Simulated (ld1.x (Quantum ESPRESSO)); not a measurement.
**Ti: one change to an RRKJ potential, before and after**

ld1.x (Quantum ESPRESSO) 7.5 input, shortened:

```
&input
   title='Ti', zed=22., rel=1, dft='PBESOL', iswitch=3,
   config='[Ar] 3d2 4s0 4p0'
 /
 &inputp
   pseudotype=2, tm=.false., rho0=0.01, lloc=0,
   nlcc=.false.
 /
3
3P  2  1   6.00   0.00  1.80  1.80  0.0
3D  3  2   2.00   0.00  2.25  2.25  0.0
4S  1  0   0.00   0.00  2.05  2.05  0.0
 &test
   configts(1)='3p6 3d2 4s0 4p0'
 /
```

All-electron outer shells of the reference configuration (PBEsol, scalar-relativistic, ld1.x):

```json
{"shell": "3s", "level (eV)": "-78.33", "outermost node (bohr)": "0.40", "outermost maximum (bohr)": "0.87"}
{"shell": "3p", "level (eV)": "-54.64", "outermost node (bohr)": "0.37", "outermost maximum (bohr)": "0.90"}
{"shell": "3d", "level (eV)": "-19.62", "outermost node (bohr)": "–", "outermost maximum (bohr)": "0.97"}
{"shell": "4s", "level (eV)": "-16.65", "outermost node (bohr)": "1.23", "outermost maximum (bohr)": "2.58"}
{"shell": "4p", "level (eV)": "-12.19", "outermost node (bohr)": "1.35", "outermost maximum (bohr)": "3.07"}
```

Change: all radii scaled by about 0.91 (s 1.86, p 1.64, d 2.04 bohr).

Cutoffs: the cutoffs (Ry, on a coarse ladder) from which the occupation-weighted sum of valence levels, in a spherical-Bessel basis at the reference potential, stays within 10 and 1 mRy of its value at 400 Ry; they do not see the model core or the augmentation charge, which bear on the density cutoff. Errors are all-electron minus pseudo energies relative to the spin-unpolarised reference configuration.

**Question.** What does the change do?

**Answer.** The potential gets harder (35 Ry and 45 Ry → 40 Ry and 50 Ry); of the 7 tests that both files solve, the error grows in 4 and shrinks in 2 by more than 15 % and 0.3 meV (median size 60.5 → 63.6 meV); neither file shows a bound ghost at the reference potential, the only one tested. A smaller radius makes the pseudo-wave follow the all-electron one further in, where it bends more sharply, so more plane waves are needed.

```csv
quantity,base,changed
"cutoff, loose",35 Ry,40 Ry
"cutoff, tight",45 Ry,50 Ry
loose cutoff by channel (10 mRy a level),"p 30 Ry, d 30 Ry","p 35 Ry, d 40 Ry"
bound ghosts,none,none
"error for 3p6 3d2 4s2 4p0, meV [ΔE -20.83 eV]",+61,+93
"error for 3p6 3d2 4s1 4p0, meV [ΔE -13.47 eV]",+22,+33
"error for 3p6 3d1 4s0 4p0, meV [ΔE 26.90 eV]",+150,+39
"error for 3p6 3d2 4s1.5 4p0, meV [ΔE -17.89 eV]",+41,+64
"error for 3p6 3d1 4s2 4p1, meV [ΔE -16.13 eV]",-524,-452
"error for 3p6 3d3 4s0 4p0, meV [ΔE -13.47 eV]",-41,-60
"error for 3p6 3d0 4s0 4p0, meV [ΔE 70.14 eV]",+1266,+635
```

Base: These tests converged, but a pseudo level misses the all-electron one widely, so the file describes the atom poorly there or has found another state: 3p6 3d1 4s0 4p0: empty 4p by 2.2 eV; 3p6 3d0 4s0 4p0: empty 4p by 3.9 eV (a node warning on the way). Changed file: These tests converged, but a pseudo level misses the all-electron one widely, so the file describes the atom poorly there or has found another state: 3p6 3d0 4s0 4p0: empty 4s by 6.2 eV (a node warning on the way).
